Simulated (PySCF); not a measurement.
Species: C3HBrO.
Atom-mapped SMILES: `[O:1]=[c:2]1[cH:3][c:4]1[Br:5]` (hydrogens: H6 on C3)

Method: PBE0-D3(BJ)/def2-SVP geometry optimisation, gas phase in PySCF 2.14.0.

Q: Give the optimised bond lengths and angles.

A: 
| bond | length (Å) |
| --- | --- |
| O1=C2 | 1.192 |
| C2–C3 | 1.440 |
| C3–C4 | 1.343 |
| C4–Br5 | 1.845 |
| C2–C4 | 1.440 |
| C3–H6 | 1.092 |

A selection of angles:
| angle | degrees |
| --- | --- |
| O1–C2–C3 | 151.6 |
| O1–C2–C4 | 152.8 |
| C3–C2–C4 | 55.6 |
| C2–C3–C4 | 62.2 |
| C2–C3–H6 | 151.7 |
| C4–C3–H6 | 146.0 |
| C3–C4–Br5 | 142.7 |
| C2–C4–C3 | 62.2 |
| C2–C4–Br5 | 155.1 |

The 3-membered ring C2–C3–C4 has internal angles of 55.6° to 62.2°. The 3 C–C bonds span 1.343 Å (C3–C4, drawn aromatic) to 1.440 Å (C2–C4, drawn aromatic), a spread of 0.097 Å. The 5 heavy atoms lie in one plane (0.001 Å rms).

Point group: Cs (tolerance 0.08 Å). No PBE0-D3(BJ)/def2-SVP frequencies stand behind this structure, so it isn't proved a minimum.
